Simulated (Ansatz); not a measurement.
```xyz
2

B     0.0000    0.0000   -0.7869
B     0.0000    0.0000    0.7869
```

Basis set: cc-pVDZ (spherical functions). Correlated methods keep 2 orbitals frozen. Charge 0, multiplicity 3.

Computed with Ansatz (development build ahead of 0.2.0); each method stands on the lowest determinant of its kind that the runs found.

(1) Give the atomization energy at this shape (free ground-state atoms in the same class of orbitals less the molecule, no zero-point energy) of triplet B₂ by UHF-MP2, UHF.

Answers

(1)

```
 method  atomization energy
UHF-MP2             2.45 eV
    UHF             2.29 eV
```

Caution: the unrestricted determinant is a mixture of spin states.
